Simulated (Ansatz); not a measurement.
`C/C(O)=C\[SeH]` + `C[SiH3]` → `[SiH3]C[SeH]` + `C=C(C)O`  (formal exchange of groups at the Se–C bond)

Calculated with Ansatz (gas phase, PBE0-D4/def2-TZVP geometries, no zero-point term in ΔE). CCSD(T)/CBS adds triple-zeta CCSD(T) − MP2 to the extrapolated MP2 energy (def2 sets, frozen cores). This one scheme is used for every species. Functionals use def2-TZVPP. For Se outer-core shells are correlated without core-valence functions, which leaves a few kJ/mol of doubt a bond. Scalar relativity is left out up to krypton. Each species was taken in one conformer, which may not be the lowest.

```json
{"species": "`C/C(O)=C\\[SeH]`", "ωB97X-V energy (Eh)": "-2594.47950"}
{"species": "`C[SiH3]`", "ωB97X-V energy (Eh)": "-331.17281"}
{"species": "`[SiH3]C[SeH]`", "ωB97X-V energy (Eh)": "-2732.49966"}
{"species": "`C=C(C)O`", "ωB97X-V energy (Eh)": "-193.15204"}
```

Question: Work out ΔE.

Answer: ΔE = (-2732.49966) + (-193.15204) − (-2594.47950) − (-331.17281) = 0.00061 Eh = +1.6 kJ/mol. CCSD(T)/CBS gives -1.1 kJ/mol.

Largest T1 diagnostic among the species: 0.012.

In def2-TZVPP, CCSD(T) changes the Hartree–Fock value by +6.0 kJ/mol (the triples alone add +1.4 kJ/mol) and MP2 by +8.0 kJ/mol.
